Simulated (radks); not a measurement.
Spherical quantum dot in the effective-mass picture: electrons in a parabolic well V = omega^2 r^2 / 2 with omega = 2.16, with a point charge +1 (a donor) at the centre, all in effective atomic units (hartree* = m*/eps^2 hartree, bohr* = eps/m* bohr), one dielectric constant everywhere. Method: non-relativistic Kohn-Sham, LDA (Slater exchange, Perdew-Wang correlation), spin-polarised, spherical densities; computed with a radial shooting solver with Libxc functionals. Levels are named by radial order and angular momentum (1s, 1p, 1d, 2s, ...), and open shells are averaged over m.

N = 22, configuration 1s2 1p6 1d10 2s2 1f(up 2, down 0). This is the lowest configuration that the search found. Occupied and some empty levels:

| level | occupation | eigenvalue (hartree*) | <r> (bohr*) |
|---|---|---|---|
| 1s up | 1 | 17.316 | 0.9186 |
| 1s down | 1 | 17.332 | 0.9131 |
| 1p up | 3 | 18.783 | 1.293 |
| 1p down | 3 | 18.816 | 1.289 |
| 2s up | 1 | 19.968 | 1.320 |
| 2s down | 1 | 20.000 | 1.322 |
| 1d up | 5 | 20.143 | 1.513 |
| 1d down | 5 | 20.185 | 1.511 |
| 1f up | 2 | 21.575 | 1.681 |
| 1f down | 0 | 21.620 | 1.680 |
| 2p up | 0 | 21.778 | 1.503 |
| 2p down | 0 | 21.808 | 1.505 |
| 1g up | 0 | 23.090 | 1.822 |
| 1g down | 0 | 23.135 | 1.822 |
| 2d up | 0 | 23.442 | 1.674 |
| 2d down | 0 | 23.472 | 1.675 |

Energy (hartree*): total 282.089, kinetic 50.412, external 92.016, Hartree 154.87, exchange-correlation -15.213.
